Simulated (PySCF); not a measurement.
# Steps of a relaxation of Pt3

Pt3 (singlet). PySCF 2.14.0, RKS r2SCAN, Pt def2-SVP with ECP60; non-relativistic Hamiltonian with scalar-relativistic core potentials where named; density fitting; no spin-orbit coupling. Origin of the start: template. Columns: position (Å) and force (eV/Å). Energies are counted from the last step; some of the 5 steps are shown. Forces carry noise of the integration grid, about 0.01 to 0.03 eV/Å.

Run from Python with OMP_NUM_THREADS=2. Where DIIS fails, smearing, a level shift and second-order steps follow.
It took 19 s on 2 threads of Arm Neoverse V1, with other jobs on the host, from the converged density of the start.

```xyz
3
step 0  E = 0.129 eV
Pt    1.4713    0.0000    0.0000    -1.63    0.00    0.00
Pt   -0.7357    1.2742    0.0000     0.82   -1.39    0.00
Pt   -0.7357   -1.2742    0.0000     0.82    1.39    0.00
```

```xyz
3
step 1  E = 0.014 eV
Pt    1.4372    0.0000    0.0000    -0.60    0.00    0.00
Pt   -0.7186    1.2447    0.0000     0.30   -0.49    0.00
Pt   -0.7186   -1.2447    0.0000     0.30    0.49    0.00
```

```xyz
3
step 3  E = 0.000 eV
Pt    1.4218    0.0000    0.0000    -0.03    0.00    0.00
Pt   -0.7109    1.2313    0.0000     0.01    0.01    0.00
Pt   -0.7109   -1.2313    0.0000     0.01   -0.01    0.00
```

Where does the relaxation end?

It converges at step 4 in D3h:
```xyz
3
step 4  E = 0
Pt    1.4216    0.0000    0.0000
Pt   -0.7108    1.2311    0.0000
Pt   -0.7108   -1.2312    0.0000
```

No frequency check is given that shows the relaxed geometry to be a minimum.
